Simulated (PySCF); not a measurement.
Spin states of TiBr

Unrestricted PBE0; basis Ti def2-TZVPP, Br def2-TZVPP; no relativity; PySCF 2.14. Outer shells of the fragments: Ti 3d2 4s2; Br 3d10 4s2 4p5.

Followed along the bond (rough minima from three points):

| 2Ms+1 | unpaired | ⟨S²⟩ at the start | R at minimum (Å) | Te (eV) |
| --- | --- | --- | --- | --- |
| 4 | σ ↑, π ↑, δ ↑ | 3.76 | 2.42 | 0.00 |
| 4 | σ ↑, δ ↑↑ | 3.76 | 2.40 | 0.24 |
| 4 | σ ↑↑, δ ↑ | 3.76 | 2.45 | 0.41 |
| 4 | σ ↑, π ↑↑ | 3.76 | 2.45 | 0.48 |
| 2 | σ ↓, π ↑, δ ↑ | 1.72 | 2.42 | 0.54 |
| 2 | δ ↑ | 1.47 | 2.38 | 0.55 |

Solutions found at the starting distance of 2.380 Å, counted from the lowest of them; the search is not exhaustive and high or unbound solutions are not listed, so other states can lie among these:

| 2Ms+1 | unpaired | term | E (eV) | ⟨S²⟩ | ⟨Lz²⟩ | μ (D) |
| --- | --- | --- | --- | --- | --- | --- |
| 4 | σ ↑, π ↑, δ ↑ | mixed | 0.00 | 3.76 | 4.81 | -3.92 |
| 4 | σ ↑, δ ↑↑ | ⁴Σ⁻ | 0.23 | 3.76 | 0.00 | -4.92 |
| 4 | σ ↑↑, δ ↑ | ⁴Δ | 0.43 | 3.76 | 4.00 | -1.51 |
| 4 | σ ↑, π ↑↑ | mixed | 0.50 | 3.76 | 0.30 | -3.93 |
| 2 | σ ↓, π ↑, δ ↑ | mixed | 0.54 | 1.72 | 4.38 | -3.39 |
| 2 | δ ↑ | mixed | 0.55 | 1.47 | 4.00 | -2.16 |

A term symbol is given only where ⟨S²⟩ and ⟨Lz²⟩ are close to those of a pure state; real π, δ and φ orbitals otherwise mix terms. A positive dipole means Ti(−)Br(+).

Spin–orbit coupling is left out. The state is the lowest single determinant that the PBE0 search found; with open d or f shells the true ground state can be another one.
